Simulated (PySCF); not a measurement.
Gas-phase reaction: 3 WOF4 + N2 + O3 = 3 WO2F2 + 2 NF3

Computed with PySCF and rigid-rotor harmonic-oscillator thermochemistry at 1 bar. † marks an energy on the PBE0/def2-TZVP geometry and frequencies; other levels use their own. All species are closed-shell singlets. W: scalar-relativistic def2 core potential, no spin-orbit coupling. WO2F2: computed as isolated molecules; such fragments, hydroxides, amides, oligomers or adducts are transient or little studied in the gas. Strong static correlation: O3.

```tsv
level	ΔH°(298 K), kJ
BLYP/def2-TZVP†	778
M06-2X/def2-TZVP†	761
PBE/def2-SVP	790
PBE0/def2-QZVP†	759
PBE0/def2-TZVP	[?]
r2SCAN/def2-TZVP†	[?]
LDA/def2-TZVP†	[?]
ωB97M-V/def2-TZVP†	788
ωB97X-V/def2-TZVP†	[?]
```

### Question
What belongs in the gaps?

### Answer

- PBE0/def2-TZVP, ΔH°(298 K), kJ: 745
- r2SCAN/def2-TZVP†, ΔH°(298 K), kJ: 793
- LDA/def2-TZVP†, ΔH°(298 K), kJ: 741
- ωB97X-V/def2-TZVP†, ΔH°(298 K), kJ: 779
